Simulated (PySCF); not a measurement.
In(NCO)(OH)2 (CH2InNO3), SMILES O=C=[N][In]([OH])[OH].

Coordinates come from a PBE-D3(BJ)/def2-SVP optimisation. The structure was generated by enumeration; whether it is a known compound was not checked. The def2 effective core potentials stand for the cores of In; spin–orbit coupling is left out. One conformer was computed; it need not be the lowest.

These are PBE-D3(BJ)/def2-SVP (PySCF) values and carry that method's errors.

Frequencies are harmonic and unscaled.

Problem. Estimate the vibrational spectrum. (Estimate from the structure and the level; the computed values follow.)

Solution. 
```
mode  ν (cm⁻¹)  IR (km/mol)  moving atoms (share of kinetic energy)
----  --------  -----------  --------------------------------------
1           31          1.0                          N 53 %, O 45 %
2           50          3.4                           O 78 %, N 8 %
3          105         10.9                  O 74 %, In 14 %, H 9 %
4          124         24.0         O 39 %, N 33 %, In 13 %, C 11 %
5          126         21.1                 O 50 %, In 31 %, N 14 %
6          256         38.3                           H 90 %, O 9 %
7          286        132.3                                  H 94 %
8          400         39.7         N 42 %, C 22 %, O 21 %, In 15 %
9          567         33.9                                  O 89 %
10         581         14.5                  C 73 %, O 15 %, N 12 %
11         606         21.2                  C 62 %, N 22 %, O 15 %
12         614         60.3                         O 81 %, In 18 %
13         846         49.0                                  H 93 %
14         879        118.2                                  H 93 %
15        1364         11.8                          N 56 %, O 44 %
16        2306       1059.4                  C 71 %, N 15 %, O 14 %
17        3692        105.9                                  H 94 %
18        3693         11.7                                  H 94 %
```
